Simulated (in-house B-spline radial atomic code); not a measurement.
A fraction x of an electron is removed from 5p in La IV (La3+), starting from [Kr] 4d10 5s2 5p6 and keeping the highest spin. Level of theory: scalar-relativistic (X2C) r2SCAN0, spin-polarised, spherical fractional occupations, Fermi nucleus of rms radius 4.855 fm; calculated with a radial B-spline atomic code at the basis-set limit.

Caution: exact exchange at fractional occupations of open shells leaves self-interaction of up to several eV.

```csv
x,E(x) - E(0) (eV),5p down level (eV)
0,0.0000,-46.828
0.07,3.3035,-47.557
0.14,6.6580,-48.288
0.32,15.5194,-50.173
0.44,21.6158,-51.435
0.5,24.7209,-52.067
0.68,34.2640,-53.969
0.86,44.1501,-55.877
0.99,51.5039,-57.259
1,52.0771,-57.366
```

The exact functional would give a straight line between the two integer points. Deviations E(x) - E(0) - x[E(1) - E(0)], in eV: -0.342 at x = 0.07, -0.633 at x = 0.14, -1.145 at x = 0.32, -1.298 at x = 0.44, -1.318 at x = 0.5, -1.148 at x = 0.68, -0.636 at x = 0.86, -0.052 at x = 0.99.

The curve lies below the straight line by up to 1.318 eV (at x = 0.5): convex, the delocalisation error, to which spherically averaged exact exchange adds.

(1) How well does Slater's transition state (minus the level at half occupation) give the ionisation energy?

Answers

(1) It gives 52.067 eV against 52.077 eV from the two total energies; NIST lists 49.95 eV, ground level to ground level. The end point has an open shell averaged over its orbitals, so its exact exchange keeps a self-interaction and this is no true integer point.
